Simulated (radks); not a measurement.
Values are calculated unless marked as measured or tabulated.
Charge is removed step by step from the 6s1/2 level of the praseodymium ion Pr+, starting from [Xe] 4f3 6s1. Level of theory: Dirac Kohn-Sham, PBE, spin-unpolarised, spherical densities, point nucleus; open shells fill j = l - 1/2 first (a radial shooting solver on a logarithmic mesh with Libxc functionals).

removed (e)  E - E(0) (eV)  eigenvalue (eV)  E minus straight line (eV)
0                    0.000           -8.072                       0.000
0.1                  0.832           -8.564                      -0.230
0.2                  1.713           -9.062                      -0.410
0.3                  2.644           -9.566                      -0.541
0.4                  3.626          -10.077                      -0.620
0.5                  4.660          -10.596                      -0.648
0.6                  5.746          -11.121                      -0.624
0.7                  6.885          -11.654                      -0.547
0.8                  8.077          -12.188                      -0.417
0.9                  9.322          -12.711                      -0.234
1                   10.617          -13.172                       0.000

Removing the whole electron costs 10.617 eV by Delta-SCF, against 8.072 eV from minus the eigenvalue at the starting occupation. Slater's transition state (half an electron removed) gives 10.596 eV. Integrating minus the eigenvalue over the occupation (Janak's theorem) gives 10.617 eV. The mean slope of the eigenvalue, de/dn, is 5.10 eV per electron. Ionisation energy of Pr+ in the NIST Atomic Spectra Database: 10.63 eV (semi-empirical).

Beside tabulated values, note that spin-unpolarised runs miss the spin-polarisation part of the exchange energy of open shells.
